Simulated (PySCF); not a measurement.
Z-matrix (Å, degrees):
```
Ta
O 1 1.7431
O 1 1.9260 2 108.37
H 3 0.9718 1 129.83 2 0.01
O 1 1.9261 2 108.35 3 -120.00
H 5 0.9719 1 129.76 2 -0.02
O 1 1.9261 2 108.35 5 -120.00
H 7 0.9719 1 129.75 2 0.00
```
Charge 0, multiplicity 1.

Question: Give the charge on the central atom (Mulliken), HOMO, HOMO–LUMO gap, LUMO, total energy and dipole moment at the level PBE-D3(BJ)/def2-TZVP // PBE-D3(BJ)/def2-SVP (PySCF).

Answer: 
```json
{
  "charge on the central atom (Mulliken)": "1.34 e",
  "HOMO": "-7.66 eV",
  "HOMO–LUMO gap": "6.52 eV",
  "LUMO": "-1.13 eV",
  "total_energy": "-359.8472 Ha",
  "dipole_moment": "0.05 D"
}
```
